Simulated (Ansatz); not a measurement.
Computed with Ansatz on PBE0-D4/def2-TZVP structures; ΔE is electronic, products minus reactants. CCSD(T)/CBS is the MP2 limit (def2-TZVPP, def2-QZVPP) plus CCSD(T) − MP2 in def2-TZVPP, frozen cores. This one scheme is used for every species. DFT in def2-TZVPP. HSE06 is defined as in plane-wave codes. Triplets are unrestricted, without spin–orbit coupling. Each species was taken in one conformer, which may not be the lowest.

Reaction (formal loss of a carbene): `C[CH2][AlH][O][SiH3]` → `[CH3][AlH][O][SiH3]` + `[CH2]` (triplet)

`C[CH2][AlH][O][SiH3]`:

```xyz
14

C     1.113    0.679    1.373
C     1.748   -0.344    0.431
Al    0.595   -1.055   -0.972
O    -0.999   -0.508   -1.090
Si   -2.432    0.230   -0.919
H     1.817    1.034    2.131
H     0.252    0.261    1.901
H     0.750    1.556    0.831
H     2.141   -1.197    1.001
H     2.635    0.083   -0.055
H     1.055   -2.134   -2.035
H    -2.362    1.293    0.122
H    -3.471   -0.756   -0.515
H    -2.842    0.858   -2.204
```

`[CH3][AlH][O][SiH3]`:

Z-matrix (Å, degrees):
```
C
Al 1 1.942
H 1 1.093 2 112.4
H 1 1.096 2 110.3 3 -119.5
H 1 1.094 2 111.7 3 122.1
O 2 1.688 1 119.8 3 22.6
H 2 1.582 1 124.0 3 -158.2
Si 6 1.621 2 169.7 1 -4.7
H 8 1.489 6 110.8 2 -9.3
H 8 1.488 6 110.1 2 110.7
H 8 1.488 6 110.2 2 -129.3
```

`[CH2]` (triplet):

```xyz
3

C     0.053    0.270   -0.017
H     0.838   -0.274    0.484
H    -0.891    0.004   -0.466
```

(1) Is it downhill or uphill in electronic energy at CCSD(T)/CBS, and by how much? (Best estimate.)

(2) What do these levels give: BHLYP-D4, BLYP, PBE0, HSE06, CAM-B3LYP, CCSD/CBS(def2)? (Estimate.)

Largest T1 diagnostic among the species: 0.011.

Answers

(1) Computed: Uphill: ΔE = +4.33 eV.

(2) The calculation gave: BHLYP-D4 4.14, BLYP 4.10, PBE0 4.25, HSE06 4.26, CAM-B3LYP 4.23, CCSD/CBS(def2) 4.22 eV.

Leaving LDA and LC-ωPBE aside and taking each functional with its dispersion term where it has one, the values, not all of them listed here, spread over 0.40 eV, from r2SCAN0-D4 to ωB97X-V. LDA lies +0.75 eV from PBE without D4. From r2SCAN to r2SCAN0 (25 % exact exchange), in def2-TZVPP and without D4, ΔE moves by −0.04 eV.
